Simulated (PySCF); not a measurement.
This PySCF input asks for the NMR shieldings of `InChI=1S/C5H7FO2Si/c6-2-9-4-1-3(4)5(7)8/h1,4H,2,9H2,(H,7,8)/t4-/m1/s1`; the geometry comes from GFN2-xTB.

```python
import basis_set_exchange as bse
import numpy as np
from pyscf import gto, dft
from pyscf.prop import nmr

atoms = """
O     1.818967    1.624963    0.171253
C     2.111983    0.464756    0.330354
O     3.308263    0.069851    0.797706
C     1.233591   -0.647242    0.060313
C     0.900396   -1.906721    0.135320
C    -0.131701   -1.013227   -0.492495
Si   -1.699836   -0.478162    0.420950
C    -1.882096    1.405948    0.118419
F    -2.980930    1.895878    0.800784
H     3.866527    0.843469    0.975554
H     1.125978   -2.903833    0.424740
H    -0.201076   -1.061475   -1.578378
H    -2.860726   -1.180044   -0.133653
H    -1.553921   -0.729965    1.856477
H    -2.045923    1.651136   -0.934548
H    -1.017095    1.973613    0.471985
"""
names = dict.fromkeys(["O", "C", "Si", "F", "H"], "pcSseg-1")
basis = {el: gto.basis.parse(bse.get_basis(n, elements=[el], fmt="nwchem")) for el, n in names.items()}
mol = gto.M(atom=atoms, basis=basis, charge=0, verbose=0)
mf = dft.RKS(mol, xc="PBE0")
mf.grids.level = 2
mf.grids.alignment = dft.numint.BLKSIZE   # the property module wants whole blocks of grid points
mf.conv_tol = 1e-9
mf.kernel()

calc = nmr.RKS(mf)   # GIAO
C = mf.mo_coeff
Co = C[:, mf.mo_occ > 0]
resp = mf.gen_response(singlet=True, hermi=2)
def vind(x):   # induced exchange potential for any number of trial vectors
    d = np.einsum("pi,xij,qj->xpq", C, 2 * x.reshape(-1, C.shape[1], Co.shape[1]), Co, optimize=True)
    return np.einsum("xpq,pi,qj->xij", resp(d - d.transpose(0, 2, 1)), C, Co, optimize=True).ravel()
mo1, _ = nmr.rhf.solve_mo1(calc, with_cphf=vind)
sigma = calc.kernel(mo1)
for i, s in enumerate(sigma):   # ppm
    w = np.linalg.eigvalsh((s + s.T) / 2)
    print("%2d %-2s iso %8.1f  s11 %8.1f  s22 %8.1f  s33 %8.1f" % (i, mol.atom_pure_symbol(i), w.mean(), *w))
```

**Question.** What does it print?

**Answer.** 
```
 0 O  iso   -106.2  s11   -326.1  s22   -257.1  s33    264.6
 1 C  iso     21.5  s11    -89.6  s22     74.9  s33     79.2
 2 O  iso    122.6  s11    -19.3  s22    147.0  s33    239.9
 3 C  iso     66.9  s11    -69.2  s22    107.5  s33    162.6
 4 C  iso     49.7  s11    -81.9  s22     56.5  s33    174.7
 5 C  iso    179.4  s11    135.0  s22    160.0  s33    243.3
 6 Si iso    388.5  s11    360.7  s22    387.4  s33    417.4
 7 C  iso    107.8  s11     56.2  s22     81.5  s33    185.7
 8 F  iso    472.3  s11    428.8  s22    481.0  s33    506.9
 9 H  iso     25.3  s11     20.2  s22     22.1  s33     33.6
10 H  iso     23.8  s11     20.6  s22     24.7  s33     26.2
11 H  iso     30.7  s11     24.5  s22     27.6  s33     40.0
12 H  iso     27.2  s11     23.9  s22     25.6  s33     32.0
13 H  iso     28.0  s11     25.3  s22     26.6  s33     32.2
14 H  iso     26.5  s11     22.7  s22     26.9  s33     30.0
15 H  iso     26.3  s11     21.2  s22     26.0  s33     31.7
```

These numbers come from an equivalent density-fitted implementation of the same equations, which agrees with the script to about 0.01 ppm for H and up to a few tenths of a ppm for heavy atoms, so last digits may differ.

**Question.** Turn these shieldings into chemical shifts. References, each an isolated molecule treated in the same way: H2O for ¹⁷O (σ = 336.08 ppm); ¹³C (σ = 186.93 ppm), ²⁹Si (σ = 349.16 ppm), ¹H (σ = 31.72 ppm) against TMS; ¹⁹F (σ = 170.95 ppm) against CFCl3.

**Answer.** Averaging equivalent atoms: O 0: 442.3; O 2: 213.5; C 1: 165.4; C 4: 137.2; C 3: 120.0; C 7: 79.1; C 5: 7.5; Si 6: -39.3; F 8: -301.3; H 10: 7.87; H 9: 6.43; H 15: 5.45; H 14: 5.19; H 12: 4.57; H 13: 3.69; H 11: 1.03 ppm. Unscaled 19F shifts against computed CFCl3 carry errors that often reach 10 to 50 ppm. Unscaled 17O shifts of doubly bonded oxygen tend to come out too high, by tens of ppm or more. Experimental scales use liquid or dissolved standards, which lie at an offset from isolated H2O (liquid H2O: subtract about 36 ppm).

Size and cost of the density-fitted run: 195 basis functions, 59 s wall time on 1 thread of an Arm Neoverse N1, shared host; peak memory 0.85 GiB.
